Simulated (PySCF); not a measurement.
PySCF job for Ga(F)2(OH) (F₂GaHO), SMILES [OH][Ga]([F])[F], PBE0-D3(BJ)/def2-SVP. Coordinates come from a PBE0-D3(BJ)/def2-SVP optimisation. The values are those of a single conformer.

```python
import numpy as np
from pyscf import gto, scf, dft, df
from pyscf.hessian import thermo

mol = gto.M(
    atom='''
    Ga    0.01346423   -0.00431409    0.00000000
    F    -1.69277963   -0.34229007    0.00000000
    F     1.09237111   -1.35833736    0.00000000
    O     0.63162489    1.64162845    0.00000000
    H    -0.06671341    2.30635603    0.00000000
    ''',
    basis='def2-SVP',
    charge=0,
    spin=0,
    max_memory=1600,
    verbose=3,
)
mf = dft.RKS(mol, xc='pbe0').density_fit(auxbasis='def2-universal-jkfit')
mf.disp = 'd3bj'
mf.grids.level = 3
mf.conv_tol = 1e-11
mf.max_cycle = 100
mf.kernel()

# [left out here: the lines that compute and print the analytic Hessian (its translational invariance restored by hand, since the grid's response is missing), thermochemistry and intensities]
```

Log of the run:

```
converged SCF energy = -2199.48622399615

WARN: DFTD3 does not support analytical Hessian, using finite difference


WARN: Mole.unit (angstrom) is changed to Bohr

Mode                                 0                   1                   2
Irrep
Freq [cm^-1]                      176.0447            192.4941            202.4684
Reduced mass [au]                   7.5417             20.3116             19.1167
Force const [Dyne/A]                0.1377              0.4434              0.4617
Char temp [K]                     253.2892            276.9561            291.3070
Normal mode                   x     y     z       x     y     z       x     y     z
       0  Ga                 0.04 -0.02  0.00   -0.02 -0.04  0.00    0.00 -0.00 -0.08
       1   F                 0.01  0.11 -0.00   -0.06  0.12 -0.00   -0.00  0.00  0.10
       2   F                -0.01 -0.07 -0.00    0.13  0.08 -0.00    0.00 -0.00  0.10
       3   O                -0.16  0.05 -0.00    0.01 -0.06 -0.00   -0.00  0.00  0.11
       4   H                -0.28 -0.08 -0.00    0.04 -0.03 -0.00   -0.00 -0.00  0.12
Mode                                 3                   4                   5
Irrep
Freq [cm^-1]                      346.7291            676.5903            756.9117
Reduced mass [au]                   1.0988             16.7289             18.5673
Force const [Dyne/A]                0.0778              4.5120              6.2674
Char temp [K]                     498.8660            973.4628           1089.0275
Normal mode                   x     y     z       x     y     z       x     y     z
       0  Ga                -0.00  0.00  0.00   -0.00 -0.00 -0.00    0.06 -0.01  0.00
       1   F                -0.00 -0.00 -0.01    0.14  0.03  0.00   -0.14 -0.03 -0.00
       2   F                 0.00  0.00  0.02   -0.08  0.10  0.00   -0.08  0.10 -0.00
       3   O                 0.00 -0.00 -0.07   -0.05 -0.13  0.00   -0.01 -0.05 -0.00
       4   H                 0.00  0.00  0.95    0.02 -0.07 -0.00   -0.05 -0.09 -0.00
Mode                                 6                   7                   8
Irrep
Freq [cm^-1]                      774.6571            852.2786           3901.2945
Reduced mass [au]                  14.4153              1.1364              1.0670
Force const [Dyne/A]                5.0967              0.4864              9.5686
Char temp [K]                    1114.5592           1226.2392           5613.0942
Normal mode                   x     y     z       x     y     z       x     y     z
       0  Ga                 0.01  0.06 -0.00   -0.01  0.02  0.00    0.00  0.00  0.00
       1   F                -0.04 -0.01  0.00    0.00 -0.00 -0.00    0.00  0.00 -0.00
       2   F                 0.06 -0.08  0.00    0.02 -0.01 -0.00   -0.00  0.00 -0.00
       3   O                -0.08 -0.16  0.00    0.06 -0.03 -0.00    0.04 -0.04 -0.00
       4   H                 0.14  0.05 -0.00   -0.61 -0.71  0.00   -0.69  0.68  0.00
temperature 298.1500 [K]
pressure 101325.00 [Pa]
Rotational constants [GHz] 6.06980 5.88492 2.98797
Symmetry number 1
Zero-point energy (ZPE) 0.01795 [Eh]   47129.689 [J/mol]
                           tot       elec      trans        rot        vib
Entropy [J/mol/K]       312.683      0.000    168.936    106.747     37.000
Cv [J/mol/K]             66.789      0.000     12.472     12.472     41.846
Cp [J/mol/K]             75.104      0.000     20.786     12.472     41.846
Internal energy [J/mol]                      3718.434   3718.434  53584.363
Internal energy [Eh]   -2199.46298  -2199.48622
Enthalpy [J/mol]                             6197.391   3718.434  53584.363
Enthalpy [Eh]          -2199.46204
Gibbs free energy [J/mol]                  -44170.808 -28108.070  42552.731
Gibbs free energy [Eh] -2199.49755
static polarisability / bohr^3: [[22.523  0.275  0.   ]
 [ 0.275 25.876  0.   ]
 [-0.     0.    16.443]]
largest difference of analytic and finite-field dipole derivatives / e: 0.000501710089527041
mode   freq/cm-1   IR/(km/mol)   Raman/(A^4/amu)   depolarisation
   1      176.04        25.558             1.175            0.737
   2      192.49        28.020             0.670            0.746
   3      202.47        46.143             0.250            0.750
   4      346.73       115.879             0.438            0.750
   5      676.59         0.595            11.427            0.056
   6      756.91        69.976             1.793            0.680
   7      774.66       124.212             2.023            0.392
   8      852.28        75.055             1.699            0.713
   9     3901.29       101.682            83.671            0.235
max |gradient| / (hartree/bohr): 0.00018762932959179063
APT charges: [ 1.6411 -0.6032 -0.5858 -0.7412  0.2891]
```

The calculation finished and met its thresholds.

Cost: around 60 core-seconds (rough).
